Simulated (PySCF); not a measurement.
Input for PySCF: R-B3LYP/6-31G* on C2H4 (SMILES C=C) with ghost functions, monomers drawn apart or pushed together.

```python
from pyscf import gto, scf, dft, mp
from pyscf.data.elements import chemcore

mol = gto.M(
    atom='''
    C    -0.30346475    0.63998212   -0.06601888
    C     0.10920536   -0.61537879    0.03457647
    H    -1.34818959    0.88666125   -0.21210950
    H     0.38531656    1.47332030   -0.00289293
    H     1.15309053   -0.86200671    0.18418310
    H    -0.58039115   -1.44876279   -0.02491021
    ghost-Se    0.32122570    0.40506639    3.09123879
    ghost-H   -1.04732607   -0.05742261    2.83158245
    ghost-H    0.07625943    0.44864868    4.54368318
    ''',
    basis='6-31g*',
    cart=True,
    charge=0, spin=0, verbose=3, max_memory=1800)
mf = dft.RKS(mol, xc='b3lyp')
mf.conv_tol = 1e-8
mf.max_cycle = 100
mf.kernel()
if not mf.converged:
    mf = mf.newton().run(mf.mo_coeff, mf.mo_occ)
```

It printed:

```
converged SCF energy = -78.5889142984313
```

The calculation finished and met its thresholds.

Cost: very roughly 3 core-seconds.
